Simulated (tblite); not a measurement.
CH9NSSi2.
SMILES with atom numbers: `[CH3:1][S:2][SiH2:3][NH:4][SiH3:5]` (hydrogens: H6, H7, H8 on C1; H9, H10 on Si3; H11 on N4; H12, H13, H14 on Si5)

Computed geometry: GFN2-xTB, gas phase.

Problem. List the bond lengths, angles and torsions at this level.

Solution. 
| bond | length (Å) | order |
| --- | --- | --- |
| C1–S2 | 1.816 | single |
| S2–Si3 | 2.142 | single |
| Si3–N4 | 1.715 | single |
| N4–Si5 | 1.733 | single |
| C1–H6, C1–H7, C1–H8 | 1.085 | single |
| Si3–H9, Si3–H10 | 1.463 | single |
| N4–H11 | 1.008 | single |
| Si5–H12, Si5–H13, Si5–H14 | 1.462 | single |

Bonds in one row agree within 0.01 Å and their mean is given. Orders are formal, as drawn. A selection of angles:
| angle | degrees |
| --- | --- |
| S2–C1–H6 | 109.6 |
| S2–C1–H8 | 107.1 |
| H6–C1–H7 | 110.4 |
| C1–S2–Si3 | 98.7 |
| S2–Si3–N4 | 104.4 |
| S2–Si3–H9 | 108.6 |
| S2–Si3–H10 | 108.2 |
| N4–Si3–H9 | 111.6 |
| N4–Si3–H10 | 113.4 |
| H9–Si3–H10 | 110.3 |
| Si3–N4–Si5 | 128.1 |
| Si3–N4–H11 | 115.6 |
| Si5–N4–H11 | 115.7 |
| N4–Si5–H12 | 110.7 |
| N4–Si5–H13 | 105.4 |
| N4–Si5–H14 | 106.7 |
| H12–Si5–H13 | 110.2 |
| H12–Si5–H14 | 110.7 |
| H13–Si5–H14 | 113.0 |

Dihedral angles: C1–S2–Si3–N4 -177° (antiperiplanar); S2–Si3–N4–Si5 -175° (antiperiplanar). The mirror-image conformer, all signs reversed, is as good.

Si5 (SiH3 silicon) is distorted tetrahedral (angles from 105.4° to 113.0°). Si3 (SiH2 silicon) is distorted tetrahedral (angles from 104.4° to 113.4°). N4 (nitrogen bridging silicon atoms) is planar (angles 128.1°, 115.7° and 115.6°, sum 359.5°, 0.06 Å off the plane of its three neighbours).

Its GFN2-xTB frequencies are all real (lowest 28 cm⁻¹). The numbers are those of one conformer.
